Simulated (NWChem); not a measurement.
Molecule: BeHCl; SMILES [BeH][Cl]

### Question
Give the equilibrium geometry at PBE-D3(BJ)/def2-SVP (NWChem) as a list of bonds and angles, with the point group.

### Answer
point group C*v; any orientation.
Bonds (Å): Be1–H2 1.335, Be1–Cl3 1.827. Bond angles (°): H2–Be1–Cl3 180.0.
